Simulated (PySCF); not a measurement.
A structure optimised at PBE-D3(BJ)/def2-SVP, used in a PySCF frequency run:

```xyz
4

Se     0.0000     0.0000     0.5560
Cl     1.6811     0.9706    -0.3707
Cl     0.0000    -1.9412    -0.3707
Cl    -1.6811     0.9706    -0.3707
```
Charge +1, spin multiplicity 1.

Question: Write its SMILES, formula and point group.

Answer: Cl[Se+](Cl)Cl, Cl3Se, C3v

Question: What are its rotational constants (standard atomic weights)?

Answer: 2.1120, 2.1120, 1.2611 GHz
